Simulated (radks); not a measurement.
Te, configuration [Kr] 4d10 5s2 5p4.

Calculated with a radial shooting solver on a logarithmic mesh with Libxc functionals: Dirac Kohn-Sham, LDA (Slater exchange, Perdew-Wang correlation), spin-unpolarised, spherical densities, point nucleus; open shells are shared between the two j in proportion to 2j + 1.

Energy parts (eV):
part                       energy
total                 -184797.045
kinetic                195390.299
electron-nucleus      -449075.667
Hartree                 73523.781
exchange-correlation    -4635.458

Orbitals (lengths in bohr, moments of r in powers of bohr; r(90%) holds 90 % of the orbital's charge):
orbital     occ.  eigenvalue (eV)     <r^2>  r(90%)
1s1/2          2        -31571.03  0.001050  0.0500
2s1/2          2        -4840.818   0.01690   0.185
2p1/2          2        -4537.804   0.01251   0.165
2p3/2          4        -4263.695   0.01380   0.173
3s1/2          2        -962.8580    0.1189   0.474
3p1/2          2        -838.0696    0.1136   0.470
3p3/2          4        -786.9987    0.1218   0.487
3d3/2          4        -566.0373    0.1031   0.464
3d5/2          6        -555.3458    0.1055   0.469
4s1/2          2        -163.8427    0.6616    1.11
4p1/2          2        -120.9005    0.7335    1.18
4p3/2          4        -111.0987    0.7878    1.22
4d3/2          4         -42.5388     1.098    1.48
4d5/2          6         -41.0624     1.127    1.50
5s1/2          2         -15.3409     4.905    3.06
5p1/2    1.33333          -6.6782     7.678    3.91
5p3/2    2.66667          -5.8573     8.513    4.12
6s1/2          0          -0.5083     64.31    11.4

The highest occupied level is 5p3/2 at -5.857 eV. For comparison, the ionisation energy in NIST's Atomic Spectra Database is 9.010 eV (measured). In exact Kohn-Sham theory the highest level is minus the ionisation energy, but local and semilocal functionals leave it too shallow, through self-interaction and a potential that decays too fast; potentials with the right tail come closer. The density falls to 0.001 e/bohr^3 at r = 4.62 bohr.

Beside tabulated values, note that spin-unpolarised runs miss the spin-polarisation part of the exchange energy of open shells.
